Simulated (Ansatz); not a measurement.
Relaxation of AsH$_{7}$SiSn (10 atoms, charge 0, multiplicity 1), to a largest force component of 0.015 eV/Å in at most 40 steps.

These are results of Ansatz, RHF/def2-SVP, not measurements.

```xyz
10
Properties=species:S:1:pos:R:3:forces:R:3
Si -1.347 0.672 -0.822 -0.87 2.53 0.04
As 0.694 -0.090 -1.431 1.55 -1.14 0.59
Sn -0.379 -1.595 -3.229 -0.03 -1.86 -0.42
H -2.243 -0.403 -0.651 -1.12 -1.14 0.29
H -1.900 1.591 -1.915 0.36 -0.53 0.47
H -1.290 1.491 0.420 0.04 -0.14 -0.06
H 0.687 -1.250 -0.354 0.05 0.89 -0.79
H -0.921 -0.667 -4.545 -0.08 0.12 -0.06
H -1.733 -2.542 -2.535 0.74 0.59 -0.42
H 0.823 -2.771 -3.835 -0.64 0.68 0.36
```

Question: Where does it end, and by what steps?

Answer: The forces met the threshold. The force dipped under the threshold on the way, but the program's further checks kept it going. After 7 steps the energy has fallen by 0.393 eV; H4 moved furthest, 0.34 Å.

| step | energy less start (eV) | largest force component (eV/Å) | accepted |
| --- | --- | --- | --- |
| 0 | 0.0000 | 2.533 | yes |
| 1 | -0.2270 | 2.100 | yes |
| 2 | -0.3020 | 0.515 | yes |
| 3 | -0.3810 | 0.226 | yes |
| 4 | -0.3910 | 0.043 | yes |
| 5 | -0.3921 | 0.024 | yes |
| 6 | -0.3928 | 0.014 | yes |
| 7 | -0.3930 | 0.006 | yes |

```xyz
10
Properties=species:S:1:pos:R:3
Si -1.436 0.784 -0.719
As 0.622 -0.130 -1.497
Sn -0.339 -1.751 -3.333
H -2.467 -0.245 -0.449
H -1.941 1.709 -1.760
H -1.173 1.542 0.526
H 0.713 -1.191 -0.425
H -0.842 -0.808 -4.668
H -1.664 -2.669 -2.759
H 0.917 -2.805 -3.813
```

Whether the end is a true minimum wasn't checked by a vibrational analysis.

Time of the run: 36 s on 2 threads of Intel(R) Xeon(R) 6975P-C (Granite Rapids), on a shared host, peak memory 0.29 GiB.
